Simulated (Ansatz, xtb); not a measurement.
# Isomers of BrCuGeO in order of energy

3 gas-phase structures of BrCuGeO, found in a search over its isomers (lower ones may exist). Each was relaxed with GFN2-xTB:

A. a singlet given by its coordinates
B. `[Cu][O][Ge][Br]`, a singlet
C. a singlet given by its coordinates

C (Å):

```yaml
atoms:
  - { symbol: Br, position_ang: [-0.3733, 1.4147, -1.3991] }
  - { symbol: Cu, position_ang: [-0.4272, -0.8554, -0.8739] }
  - { symbol: Ge, position_ang: [0.9833, 0.4449, 0.8576] }
  - { symbol: O, position_ang: [0.5685, -1.1387, 0.6508] }
```

Close contacts (Å): Br1–Cu2 2.33, Br1–Ge3 2.81, Cu2–Ge3 2.58, Cu2–O4 1.84, Ge3–O4 1.65.

A (Å):

```json
{"atom": "Br", "x (Å)": "-2.1128", "y (Å)": "0.6450", "z (Å)": "2.5737"}
{"atom": "Cu", "x (Å)": "-2.0999", "y (Å)": "1.0775", "z (Å)": "0.4097"}
{"atom": "Ge", "x (Å)": "-1.9607", "y (Å)": "1.0434", "z (Å)": "-1.9357"}
{"atom": "O", "x (Å)": "-1.6652", "y (Å)": "0.1287", "z (Å)": "-3.1742"}
```

Close contacts (Å): Br1–Cu2 2.21, Cu2–Ge3 2.35, Ge3–O4 1.57.

**Question.** Estimate their order in r2SCAN-D4/def2-SVP//GFN2-xTB energy at these geometries, lowest first.

**Answer.** Calculated order at r2SCAN-D4/def2-SVP//GFN2-xTB: C (0.0), A (12.6), B (13.7) kcal/mol.

Energies above the lowest of each column, in kcal/mol:

```json
{"structure": "C", "GFN2-xTB": "0.0", "HF/STO-3G": "44.8", "r2SCAN-D4/def2-SVP//GFN2-xTB": "0.0"}
{"structure": "A", "GFN2-xTB": "27.5", "HF/STO-3G": "89.5", "r2SCAN-D4/def2-SVP//GFN2-xTB": "12.6"}
{"structure": "B", "GFN2-xTB": "12.1", "HF/STO-3G": "0.0", "r2SCAN-D4/def2-SVP//GFN2-xTB": "13.7"}
```

r2SCAN-D4/def2-SVP//GFN2-xTB puts C lowest; HF/STO-3G picks B. Some further structures that were screened fall inside this span and aren't listed. Flexible structures stand in one conformer each, not always the lowest. Frequencies (r2SCAN-D4/def2-SVP) were run for A alone.

Programs: Ansatz 0.2.0, xtb 6.7.1.
